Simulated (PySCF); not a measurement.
An unknown shows these calculated signals:

¹H NMR (400 MHz, computed): δ 5.22 (s, 3H), 5.13 (t, 2H), 5.02 (s, 2H), 2.54 (t, 2H), 0.44 (br s, 2H).

¹³C{¹H} NMR (computed): δ 35.0 (CH2).

Single conformer, averaged over atoms made equivalent by symmetry, fast rotation or ring inversion, gas phase, non-relativistic Hamiltonian. GFN2-xTB structure; NMR shieldings at PBE0/pcSseg-1/GIAO; PySCF 2.14.0 with density-fitted response routines.

Scale: ¹H, ¹³C vs TMS (reference shieldings calculated alike).

Question: Which of these does the molecule contain: an aldehyde, a ketone, an NH or NH2 group, a nitrile, a Si–H bond?

Answer: 
- An aldehyde: no.
- A ketone: no.
- An NH or NH2 group: yes (δH 0.44 (br s)).
- A nitrile: no.
- A Si–H bond: yes (δH 5.13 (t)).

The data belong to `InChI=1S/CH11NO2Si3/c2-1-6-4-7-3-5/h1-2,6-7H2,5H3`; they needn't prove each group on their own.

Carbon signals by region: 1 below 50 ppm.

Exchangeable OH/NH protons stand at their gas-phase positions; hydrogen bonding in a real sample shifts them, mostly to higher δ. Shifts are as computed. Against solution values, carbons near 30 ppm lie about +3 ppm off and those near 130 ppm about +5 ppm. Of 1211 compounds with measured shifts, 218 miss one by over three times the rms of a fit or turn the order of signals round; such compounds aren't used in these exercises. No couplings were computed; multiplicities are counted from neighbouring protons, with m where these are inequivalent, close in shift, in a saturated or five-membered ring or joined by F or P, and br s for small geminal =CH2 splittings.
